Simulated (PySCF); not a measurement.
Structure problem from calculated spectra and properties.

Elements present: C, F, H, N and Si. Monoisotopic mass: 155.9975 u.

* 13C NMR: chemical shifts (computed TMS as zero) by class: 152.2 (1 C), 151.5 (1 C), 122.5 (1 C), 122.2 (1 C) ppm [GIAO PBE0/pcSseg-1]
* UV, first state: lowest singlet excitation: 4.70 eV (264 nm, f = 0.001) [TDDFT CAM-B3LYP/def2-SVPD]
* UV, strongest line: among the 8 lowest singlet transitions: S2 at 5.13 eV (242 nm, f = 0.378) [TDDFT CAM-B3LYP/def2-SVPD]
* Rotational structure: rotational constants A, B, C: 1.443, 0.900, 0.586 GHz [GFN2-xTB]
* Polarisability: 107.3 au [CAM-B3LYP/def2-SVPD]
* 1H NMR: chemical shifts (computed TMS as zero) by class: 5.50 (2 H), 4.55 (3 H) ppm [GIAO PBE0/pcSseg-1]
* Triplet: lowest triplet excitation (Tamm–Dancoff): 2.95 eV [TDA CAM-B3LYP/def2-SVPD]
* NMR, other nuclei: isotropic shieldings of nuclei other than C and H, by class: -92 (1 N), -92 (1 N), 389 (1 F), 359 (1 Si), 415 (1 Si) ppm [GIAO PBE0/pcSseg-1]
* Dipole: 1.71 D [CAM-B3LYP/def2-SVPD]

The electronic properties come from PySCF, for the isolated species, density fitting. Levels stand in brackets. Isolated species at its GFN2-xTB geometry (one conformer only). GFN2-xTB frequencies show an imaginary mode (41i cm⁻¹), so this geometry is no minimum at that level. NMR values are class means; diastereotopic atoms form classes of their own.

**Question.** Which formula fits the mass and the elements?

**Answer.** C4H5FN2Si2 (calculated 155.9975). No other formula that holds each of these elements comes within 0.0003 u with a fitting electron parity and a possible valence count.

**Question.** What is the compound? Reason from the data.

**Answer.** Numbering: `[N:1]#[C:2]/[C:3]([SiH3:4])=[C:5](/[C:6]#[N:7])[SiH2:8][F:9]`. Its formula, C4H5FN2Si2, gives 5 degrees of unsaturation: 0 rings and 5 π bonds in the structure found. 4 carbons fall into 4 classes; from least to most shielded: fully substituted alkene carbon [C3] (152.2 ppm), fully substituted alkene carbon [C5] (151.5 ppm), nitrile carbon [C2] (122.5 ppm), nitrile carbon [C6] (122.2 ppm). Hydrogen classes from least to most shielded: 2 H on a fluorine-bound silicon, Si8 (5.50 ppm), 3 H on an SiH3 silicon, Si4 (4.55 ppm, a mean of values up to 0.6 ppm apart in this geometry). The other shieldings belong to: -92 ppm, nitrile nitrogen [N1]; -92 ppm, nitrile nitrogen [N7]; 389 ppm, silicon-bound fluorine [F9]; 359 ppm, fluorine-bound silicon [Si8]; 415 ppm, SiH3 silicon [Si4]. The optimised geometry has point group C1 and is an asymmetric top. Structure: `N#C/C([SiH3])=C(/C#N)[SiH2]F`. The assignments are read from this structure; whether some other isomer fits the data as well wasn't checked.

Conformer computed: `[N:1]#[C:2]/[C:3]([SiH3:4])=[C:5](/[C:6]#[N:7])[SiH2:8][F:9]`: C3–C5–Si8–F9 -124°.
